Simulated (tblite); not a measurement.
Species: C5H12OP2.
Z-matrix (Å and degrees, GFN2-xTB geometry), rows numbered from 1:
```
C 
C   1  1.3215
P   2  1.8146  1  118.49
O   3  1.4655  2  114.20  1     1.10
C   3  1.8392  2  105.62  1   127.41
C   5  1.5202  3  108.79  2   -69.18
C   3  1.8461  2  103.42  1  -122.39
P   7  1.8615  3  107.74  2  -168.77
H   1  1.0784  2  123.30  3   179.52
H   1  1.0791  2  119.28  3    -0.63
H   2  1.0808  1  122.87  3  -179.52
H   5  1.0947  3  106.45  2   171.56
H   5  1.0906  3  110.37  2    53.78
H   6  1.0883  5  111.06  3  -174.25
H   6  1.0894  5  110.53  3    64.99
H   6  1.0886  5  109.49  3   -54.06
H   7  1.0929  3  107.45  2    70.80
H   7  1.0916  3  110.63  2   -48.90
H   8  1.3935  7   95.55  3  -154.45
H   8  1.3917  7   94.65  3   -61.46
```

Computed with GFN2-xTB (tblite): harmonic, unscaled wavenumbers at the GFN2-xTB geometry, gas phase. Against measured fundamentals such values can be off by several per cent, at times by over 20. Modes of hydrogen on phosphorus can be 10 to 20 % off. One conformer, not necessarily the lowest.

Harmonic wavenumbers (cm⁻¹): 48.4, 67.4, 70.9, 115.5, 148.3, 163.0, 180.6, 196.8, 212.4, 263.5, 293.3, 379.3, 437.7, 542.7, 635.7, 669.9, 707.0, 732.9, 749.3, 770.1, 851.1, 891.6, 910.0, 962.2, 980.5, 999.4, 1015.5, 1025.4, 1073.9, 1112.3, 1131.5, 1211.2, 1228.6, 1246.9, 1272.7, 1378.0, 1383.2, 1403.7, 1427.8, 1487.4, 1493.8, 1662.5, 2287.9, 2349.7, 2929.9, 2935.5, 2957.2, 2973.7, 3014.8, 3024.4, 3032.2, 3054.2, 3080.6, 3111.7.

A = 1974, B = 992.6, C = 803.2 MHz; mass 150.036 u (most abundant isotopes); point group C1, symmetry number 1.

Zero-point energy?

½Σν̃ = 34143 cm⁻¹ = 97.62 kcal/mol.

Give the ideal-gas entropy at 298.15 K and 1 bar in the rigid-rotor, harmonic-oscillator model (classical rotation).

Translation 40.95, rotation 29.70, vibration 36.80: S = 107.5 cal/(mol K).

And Cp and H(298.15 K) − H(0)?

Cp = 43.14 cal/(mol K), of which vibrations give 35.19 (their classical limit is 54 R = 107.3); H(298.15 K) − H(0) = 8.01 kcal/mol without the zero-point energy, 5.64 from vibrations.

How do the functions run with temperature in this model?

```
T (K)  S (cal/(mol K))  Cp (cal/(mol K))  H − H(0) (kcal/mol)  G − H(0) (kcal/mol)  ln q(vib)
  150             83.7              28.0                 2.76                -9.79       4.05
  250            100.3              38.0                 6.06               -19.02       7.44
  400            121.6              53.3                12.93               -35.70      12.18
  600            146.4              68.9                25.26               -62.56      18.11
  900            177.4              83.8                48.35              -111.28      26.24
```

q(vib) and H(0) count from the zero-point level.

Which modes carry the vibrational entropy at 298.15 K?

48.4 cm⁻¹: 4.88; 67.4 cm⁻¹: 4.23; 70.9 cm⁻¹: 4.13; 115.5 cm⁻¹: 3.17; 148.3 cm⁻¹: 2.69; 163.0 cm⁻¹: 2.51 cal/(mol K); the other 48 give 15.18 together.

Hindered rotation and anharmonicity are outside this model. Other conformers, if any are populated, would add a mixing term that is left out. The structure is chiral; the term R ln 2 for an equal mix with its mirror image is left out.

Hardware: Arm Neoverse V2, one thread (shared host). Cost: 0.72 s wall. This covers the Hessian and the dipole derivatives.
